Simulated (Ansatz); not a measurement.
Molecule: FeBr, charge 0, multiplicity 6. The spin state was set by rule; other spins were not relaxed. 
Coordinates optimised at B3LYP-D3(BJ)/def2-TZVP (Ansatz, a first-principles code):
```xyz
2

Fe     0.0000     0.0000    -1.3507
Br     0.0000     0.0000     1.0034
```
Charge 0, spin multiplicity 6.

Wanted: atomisation energy (electronic, to ground-state atoms), in kcal/mol. Valence correlation only, unless marked. UHF or UKS for open shells. No spin-orbit coupling. Frozen are the shells of the preceding noble gas and the d and f shells that filled before the atom's block. Non-relativistic. The coupled-cluster limit lacks core correlation, which all-electron functionals hold. Basis-set limits of correlation are two-point, X^-3; Hartree-Fock from the larger set.

```tsv
level	program	atomisation energy (kcal/mol)
PBE/def2-TZVPD	Ansatz	74.2
PBE0/def2-SVP	Ansatz	[?]
PBE0-D4/def2-TZVPD	Ansatz + dftd4	77.6
PBE0/def2-TZVPD	Ansatz	76.9
B2PLYP-D3(BJ)/def2-TZVPD	Ansatz + dftd3	69.9
B2PLYP-D4/def2-TZVPD	Ansatz + dftd4	69.5
RPA@PBE/def2-TZVPP	Ansatz	60.5
SCS-MP2/def2-SVP	Ansatz	63.5
SCS-MP2/def2-QZVPPD	Ansatz	69.1
CCSD/STO-3G	Ansatz	102.5
CCSD(T)/CBS(def2-TZVPPD,def2-QZVPPD)	Ansatz	[?]
```

Fill in the missing entries.


- PBE0/def2-SVP, atomisation energy (kcal/mol): 74.4
- CCSD(T)/CBS(def2-TZVPPD,def2-QZVPPD), atomisation energy (kcal/mol): 72.7
